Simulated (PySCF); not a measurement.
Structure problem from calculated spectra and properties.

Elements present: C, H and O. Monoisotopic mass: 140.0473 u.

| Quantity | Value |
| --- | --- |
| 13C NMR | chemical shifts (computed TMS as zero) by class: 190.6 (1 C), 164.0 (1 C), 157.6 (1 C), 133.9 (1 C), 73.9 (1 C), 39.1 (1 C), 20.6 (1 C) ppm [GIAO KT2/pcSseg-1] |
| Dipole | 2.95 D [PBE0/def2-SVPD] |
| Valence photoelectron | vertical ionisation energy: 9.41 eV [ΔSCF PBE0/def2-SVPD] |
| UV, strongest line | among the 10 lowest singlet transitions: S5 at 6.21 eV (200 nm, f = 0.198) [TDDFT PBE0/def2-SVPD] |
| Polarisability | 90.4 au [PBE0/def2-SVPD] |
| 1H NMR | chemical shifts (computed TMS as zero) by class: 7.72 (1 H), 6.08 (1 H), 5.70 (1 H), 2.32 (1 H), 2.23 (1 H), 2.00 (3 H) ppm [GIAO KT2/pcSseg-1] |
| NMR, other nuclei | isotropic shieldings of nuclei other than C and H, by class: -257 (1 O), -98 (1 O), 95 (1 O) ppm [GIAO KT2/pcSseg-1] |
| UV, first state | lowest singlet excitation: 3.79 eV (328 nm, f = 0.000) [TDDFT PBE0/def2-SVPD] |
| Rotational structure | rotational constants A, B, C: 3.960, 0.700, 0.644 GHz [PBE0-D3(BJ)/def2-SVP] |

The electronic properties come from PySCF, for the isolated species, density fitting. Levels stand in brackets. The structure is a single PBE0-D3(BJ)/def2-SVP conformer in the gas phase; no vibrational or solvent corrections. NMR values are class means; diastereotopic atoms form classes of their own.

Problem. Which formula fits the mass and the elements?

Solution. C7H8O3 (calculated 140.0473). No other formula that holds each of these elements comes within 0.0003 u with a fitting electron parity and a possible valence count.

Problem. Propose a structure and show how it fits.

Solution. Numbering: `[CH3:1][C:2](=[O:3])[O:4][C@@H:5]1[CH:6]=[CH:7][C:8](=[O:9])[CH2:10]1`. Its formula, C7H8O3, gives 4 degrees of unsaturation: 1 ring and 3 π bonds in the structure found. 7 carbons fall into 7 classes; from least to most shielded: ketone carbonyl carbon [C8] (190.6 ppm), ester carbonyl carbon [C2] (164.0 ppm), alkene CH carbon [C6] (157.6 ppm), alkene CH carbon [C7] (133.9 ppm), ring sp3 carbon bound to oxygen [C5] (73.9 ppm), sp3 carbon next to a carbonyl [C10] (39.1 ppm), methyl carbon next to a carbonyl [C1] (20.6 ppm). Hydrogen classes from least to most shielded: 1 H on an alkene CH carbon, C6 (7.72 ppm), 1 H on an alkene CH carbon, C7 (6.08 ppm), 1 H on an sp3 carbon bound to oxygen, C5 (5.70 ppm), 1 H on an sp3 carbon next to a carbonyl, C10 (2.32 ppm), 1 H on an sp3 carbon next to a carbonyl, C10 (2.23 ppm), 3 H on a methyl carbon next to a carbonyl, C1 (2.00 ppm, a mean of values up to 0.5 ppm apart in this geometry). The other shieldings belong to: -257 ppm, ketone oxygen [O9]; -98 ppm, ester carbonyl oxygen [O3]; 95 ppm, ester single-bonded oxygen [O4]. S1 is mainly HOMO→LUMO (weight 0.96); the largest Löwdin shares of the orbital it empties are 0.59 on the ketone oxygen, 0.12 on the ketone carbonyl carbon, 0.11 on the sp3 carbon next to a carbonyl and 0.09 on an alkene CH carbon, of the orbital it fills 0.29 on an alkene CH carbon, 0.19 on the ketone oxygen, 0.19 on the ketone carbonyl carbon and 0.16 on an alkene CH carbon. The optimised geometry has point group C1 and is an asymmetric top. Structure: `C1(=O)C[C@@H](C=C1)OC(=O)C`. Computed isomers that give other values at the same levels: `CC#CCC(=O)OC(C)=O` (rotational constant A: 1.807 GHz; this holds for the one conformer computed); `CC(=O)Oc1ccc(C)o1` (rotational constant A: 4.165 GHz; this holds for the one conformer computed); `COC(=O)c1occc1C` (rotational constant A: 2.545 GHz; this holds for the one conformer computed). The assignments are read from this structure; whether some other isomer fits the data as well wasn't checked. The mirror image fits equally.

Conformer computed: `[CH3:1][C:2](=[O:3])[O:4][C@@H:5]1[CH:6]=[CH:7][C:8](=[O:9])[CH2:10]1`: C1–C2–O4–C5 -178°, C2–O4–C5–C6 -78°.
